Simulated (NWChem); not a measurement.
# Correlation energy of aminoborane (H4BN)

```
B
N 1 1.3873
H 2 1.0119 1 123.24
H 2 1.0119 3 113.52 1 180.00
H 1 1.2101 2 119.09 3 180.00
H 1 1.2101 5 121.82 2 180.00
```
Charge 0, spin multiplicity 1.

All runs are NWChem calculations. Structure: optimised with PBE0/def2-SVP, a minimum by its harmonic frequencies. It is one conformer; others weren't searched.

Basis set: cc-pVDZ. Each correlation energy counts from its own Hartree-Fock reference.

The correlated methods keep 2 core orbitals frozen. No row is a measurement; the coupled-cluster row has its own basis-set and correlation limits.

Problem. For the correlation energy, RI-MP2 gives -265.2 mHa and CCSD+T(CCSD) gives -301.2 mHa. What do SCS-MP2, CR-CCSD[T] give?

Solution. SCS-MP2: -268.4 mHa; CR-CCSD[T]: -299.8 mHa.
